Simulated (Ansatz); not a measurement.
Relaxation of AlH6NOSi (10 atoms, charge 0, multiplicity 1), to a largest force component of 0.015 eV/Å in at most 40 steps.

All numbers below come from RKS B3LYP-D4/6-31G* (Ansatz).

```xyz
10
Properties=species:S:1:pos:R:3:forces:R:3
N -0.821 0.866 -1.662 -2.07 -2.06 0.38
Al 0.341 0.134 -0.418 1.44 0.85 -1.80
O 2.102 0.047 -0.821 -1.54 -0.91 -0.18
Si -0.387 -0.693 1.631 -1.65 0.33 0.51
H -0.754 0.360 -2.586 -0.01 0.97 0.92
H -1.858 0.662 -1.330 2.47 0.67 -0.87
H 2.270 -0.825 -1.258 0.15 0.82 0.37
H -0.110 -2.120 1.726 0.14 -0.65 0.14
H -1.914 -0.495 1.743 0.73 -0.21 -0.03
H 0.183 0.018 2.767 0.33 0.18 0.56
```

Q: Where does it end, and by what steps?

A: It converged. After 13 steps the energy has fallen by 0.787 eV; H7 moved furthest, 0.63 Å.

```json
{"step": "0", "energy less start (eV)": "0.0000", "largest force component (eV/Å)": "2.475", "accepted": "yes"}
{"step": "1", "energy less start (eV)": "-0.3955", "largest force component (eV/Å)": "1.589", "accepted": "yes"}
{"step": "2", "energy less start (eV)": "-0.5554", "largest force component (eV/Å)": "0.881", "accepted": "yes"}
{"step": "3", "energy less start (eV)": "-0.6374", "largest force component (eV/Å)": "1.631", "accepted": "yes"}
{"step": "4", "energy less start (eV)": "-0.6696", "largest force component (eV/Å)": "0.572", "accepted": "yes"}
{"step": "5", "energy less start (eV)": "-0.6893", "largest force component (eV/Å)": "0.404", "accepted": "yes"}
{"step": "6", "energy less start (eV)": "-0.7292", "largest force component (eV/Å)": "0.170", "accepted": "yes"}
{"step": "7", "energy less start (eV)": "-0.6734", "largest force component (eV/Å)": "1.953", "accepted": "no"}
{"step": "8", "energy less start (eV)": "-0.7474", "largest force component (eV/Å)": "0.169", "accepted": "yes"}
{"step": "9", "energy less start (eV)": "-0.7628", "largest force component (eV/Å)": "0.187", "accepted": "yes"}
{"step": "10", "energy less start (eV)": "-0.7780", "largest force component (eV/Å)": "0.083", "accepted": "yes"}
{"step": "11", "energy less start (eV)": "-0.7808", "largest force component (eV/Å)": "0.340", "accepted": "yes"}
{"step": "12", "energy less start (eV)": "-0.7856", "largest force component (eV/Å)": "0.225", "accepted": "yes"}
{"step": "13", "energy less start (eV)": "-0.7869", "largest force component (eV/Å)": "0.010", "accepted": "yes"}
```

```xyz
10
Properties=species:S:1:pos:R:3
N -0.929 0.630 -1.706
Al 0.264 -0.082 -0.601
O 1.848 -0.259 -1.241
Si -0.402 -0.740 1.663
H -0.726 0.926 -2.653
H -1.901 0.795 -1.481
H 2.569 -0.643 -0.730
H -0.068 -2.165 1.959
H -1.873 -0.588 1.867
H 0.269 0.080 2.715
```

Whether the end is a true minimum wasn't checked by a vibrational analysis.

Time of the run: 71 s on 1 thread of Arm Neoverse V1, with other jobs on the host, peak memory 0.16 GiB.
